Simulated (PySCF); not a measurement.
**Ta (tantalum, neutral): UHF calculation**

Configuration: [Xe] 4f14 5d2 6s2 6p1, one real determinant (an excited configuration). All numbers are calculated (PySCF 2.14, the spin-free X2C one-electron Hamiltonian (Gaussian nucleus), in x2c-TZVPPall with one added diffuse shell each of s, p, d, f type (12s8p8d4f1g, 113 functions)).

```
Total energy                                                  : -15599.924362 hartree
One-electron energy                                           : -21409.4501 hartree
Hartree (Coulomb) energy                                      : 6125.1568 hartree
Exchange energy                                               : -315.6310 hartree
⟨S²⟩                                                          : 4.3944
⟨L²⟩                                                          : 15.696
Sum of ⟨r⟩                                                    : 46.63 bohr
Sum of ⟨r²⟩                                                   : 81.41 bohr²
Traceless quadrupole moment −½Σ⟨3z² − r²⟩ along its main axis : -9.56 e·bohr²
Langevin diamagnetic susceptibility                           : -64.5 ×10⁻⁶ cm³/mol
```

```csv
shell,electrons,mean orbital energy (hartree),spread (hartree),"rms radius, mean of both spins (bohr)"
1s α,1,-2490.52803,0,0.0211
1s β,1,-2490.52773,0,0.0211
2s α,1,-433.08946,0,0.0853
2s β,1,-433.08432,0,0.0853
2p α,3,-380.52519,0.00087,0.0775
2p β,3,-380.51994,0.00282,0.0775
3s α,1,-101.55409,0,0.218
3s β,1,-101.55276,0,0.218
3p α,3,-85.57289,0.00450,0.220
3p β,3,-85.57151,0.00482,0.220
3d α,5,-66.30813,0.00929,0.201
3d β,5,-66.30427,0.00554,0.201
4s α,1,-21.96316,0,0.488
4s β,1,-21.95685,0,0.488
4p α,3,-16.60328,0.00750,0.519
4p β,3,-16.59720,0.01021,0.519
4d α,5,-9.50268,0.02108,0.564
4d β,5,-9.49388,0.01402,0.564
5s α,1,-3.33609,0,1.18
5s β,1,-3.27218,0,1.18
5p α,3,-1.92445,0.02551,1.38
5p β,3,-1.82725,0.03232,1.38
4f α,7,-1.60248,0.01120,0.704
4f β,7,-1.59486,0.01701,0.704
5d α,2,-0.41005,0.02441,2.26
6s α,1,-0.36851,0,3.33
6s β,1,-0.30791,0,3.33
6p α,1,-0.18608,0,4.67
```

⟨L²⟩ = 15.70 against 20 for a pure G term, so this real determinant mixes terms. Spin-orbit coupling, absent here, splits the open shell strongly. ⟨S²⟩ = 4.39 against 3.75 shows spin contamination. The s, p, d and f populations moved away from the nominal configuration during the SCF.

Densities and radii are taken from the X2C orbitals without a picture-change correction, which distorts them close to the nucleus.

Spin-orbit constants ζ (cm⁻¹) from the X2C one-electron operator on these orbitals: bare nucleus, nucleus screened by l(l+1)(2l+1)/3 electrons, and screened by the Breit-Pauli mean field of the electrons.

```
shell     bare  screened nucleus  mean field
   2p  6431000           6255000         n/a
   3p  1398000           1360000         n/a
   3d   218700            188700         n/a
   4p   317000            308300         n/a
   4d    42690             36840         n/a
   4f     7258              4474         n/a
   5p    41120             40000         n/a
   5d     2400              2071         n/a
   6p     2931              2850         n/a
```

To first order the Landé constant is A = 755.3 cm⁻¹, so the lowest level has J = 5/2 and lies 0.702 eV below the centre of the term. This holds in LS coupling only.
